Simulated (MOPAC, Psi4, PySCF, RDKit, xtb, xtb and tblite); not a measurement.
Two geometries of C₁₃H₁₂, SMILES c1cc(Cc2ccccc2)ccc1, singlet, relaxed at GFN2-xTB with one dihedral held; other torsions can differ between them too.

Structure A

```
25

C     -3.2902     0.2075     1.2829
C     -3.1321     0.7802     0.0322
C     -2.1118     0.3581    -0.8002
C     -1.2370    -0.6429    -0.3972
C     -0.1036    -1.0667    -1.2960
C      1.0221    -0.0730    -1.1633
C      1.8894    -0.1383    -0.0802
C      2.9008     0.7926     0.0703
C      3.0564     1.8061    -0.8601
C      2.1955     1.8811    -1.9410
C      1.1848     0.9476    -2.0899
C     -1.4024    -1.2101     0.8589
C     -2.4226    -0.7892     1.6939
H     -4.0872     0.5361     1.9336
H     -3.8068     1.5579    -0.2956
H     -1.9919     0.8096    -1.7746
H     -0.4456    -1.1011    -2.3321
H      0.2441    -2.0606    -1.0082
H      1.7713    -0.9261     0.6500
H      3.5703     0.7274     0.9158
H      3.8461     2.5337    -0.7434
H      2.3116     2.6686    -2.6716
H      0.5195     1.0106    -2.9396
H     -0.7320    -1.9926     1.1858
H     -2.5410    -1.2418     2.6678
```

Structure B

```
25

C      3.4381    -0.0901     1.3631
C      3.3816     0.5488     0.1378
C      2.3136     0.3312    -0.7168
C      1.2871    -0.5294    -0.3564
C      0.0993    -0.7992    -1.2532
C      0.1423    -0.0524    -2.5544
C     -0.3991     1.2233    -2.6551
C     -0.3399     1.9227    -3.8473
C      0.2631     1.3544    -4.9565
C      0.8068     0.0844    -4.8661
C      0.7468    -0.6129    -3.6726
C      1.3528    -1.1678     0.8778
C      2.4179    -0.9516     1.7314
H      4.2715     0.0808     2.0286
H      4.1729     1.2224    -0.1580
H      2.2821     0.8366    -1.6709
H      0.0566    -1.8749    -1.4492
H     -0.8094    -0.5297    -0.7061
H     -0.8676     1.6716    -1.7901
H     -0.7656     2.9136    -3.9113
H      0.3090     1.8993    -5.8880
H      1.2789    -0.3644    -5.7281
H      1.1756    -1.6030    -3.6051
H      0.5584    -1.8411     1.1695
H      2.4529    -1.4556     2.6865
```

Q: Which is lower in energy at the level PBE0-D3(BJ)/def2-SVP // GFN2-xTB run with Psi4, and by how much?

A: B is lower, by 0.49 kcal/mol (dihedral C3–C4–C5–C6: 80° in A, 0° in B).

E(B) − E(A) in kcal/mol at the other levels, on the same two geometries: GFN2-xTB (xtb and tblite) 0.56; MMFF94 // GFN2-xTB (RDKit) 0.95; PBE0/def2-SVP // GFN2-xTB (Psi4) -0.52; PBE/def2-SVP // GFN2-xTB (Psi4) -0.31; PBE-D3(BJ)/def2-SVP // GFN2-xTB (Psi4) -0.30; UFF // GFN2-xTB (RDKit) 3.75; PM3, restricted, heats of formation // GFN2-xTB (MOPAC) 0.58; PM7, restricted, heats of formation // GFN2-xTB (MOPAC) 0.34; GFN1-xTB // GFN2-xTB (xtb) 0.72; restricted B3LYP/6-31G*, spherical d, density fitting // GFN2-xTB (PySCF) -0.12; restricted Hartree-Fock/6-31G*, spherical d, density fitting // GFN2-xTB (PySCF) -0.04; restricted Hartree-Fock/LANL2DZ, density fitting // GFN2-xTB (PySCF) -0.51; restricted B3LYP/LANL2DZ, density fitting // GFN2-xTB (PySCF) -0.52.
